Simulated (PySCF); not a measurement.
A species of formula C7H11N3 has this rotational fingerprint, computed with PBE0-D3(BJ)/def2-SVP geometry optimisation, gas phase (PySCF):

* Rotational constants: A = 2672, B = 1002, C = 867.1 MHz
* Dipole components: |μa| = 3.05 D, |μb| = 3.93 D, |μc| = 0.01 D
* Inertial defect: -110.71 u·Å²
* κ: -0.85

Task: Which structure is it? (One computed conformer of each.)
A. `CC(C)(C)C1=NN=NC=C1`
B. `Cc1cnncc1N(C)C`
C. `[CH2:1]=[CH:2][c:3]1[n:4][n:5][nH:6][c:7]1[CH:8]([CH3:9])[CH3:10]` with C1–C2–C3–N4 0°, N6–C7–C8–C9 68°

Result: A. It is CC(C)(C)c1ccnnn1, an asymmetric top. The candidates at the same level (rigid rotor, commonest isotopes):

| SMILES | A (MHz) | B (MHz) | C (MHz) | μa (D) | μb (D) | μc (D) | Δ (u·Å²) | point group | rotor |
| --- | --- | --- | --- | --- | --- | --- | --- | --- | --- |
| C=Cc1nn[nH]c1C(C)C | 2008 | 1004 | 781.9 | 4.52 | 1.99 | 0.09 | -108.73 | near Cs | asymmetric top |
| Cc1cnncc1N(C)C | 2147 | 1181 | 817.9 | 5.24 | 2.37 | 0.14 | -45.47 | C1 | asymmetric top |
| CC(C)(C)c1ccnnn1 | 2672 | 1002 | 867.1 | 3.05 | 3.93 | 0.01 | -110.71 | – | asymmetric top |

`C=Cc1nn[nH]c1C(C)C` has A 25 % too low; `Cc1cnncc1N(C)C` has A 20 % too low. No structure here is proved a minimum.
